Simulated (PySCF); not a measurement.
C4H11NSi, SMILES CNC1([SiH3])CC1.

Geometry optimised at B3LYP-D3(BJ)/def2-SVP. The structure was generated by enumeration, and PubChem lists no compound with its InChIKey, so it may never have been made. Other conformers were not sampled.

Computed with B3LYP/def2-TZVP (PySCF).

Gas-phase values at a fixed geometry.

* **total energy**: -503.35412 hartree
* **highest occupied level**: -6.07 eV
* **lowest empty level**: 0.49 eV
* **orbital gap**: 6.55 eV
* **dipole moment**: 0.43 D
* **quadrupole, principal values (traceless, Buckingham form, about the centre of nuclear charge)**: -4.94, 1.51, 3.43 D·Å
* **mean static polarisability**: 83.0 bohr³ (12.30 Å³)
* **polarisability, principal values**: 74.6, 86.5, 87.9 bohr³
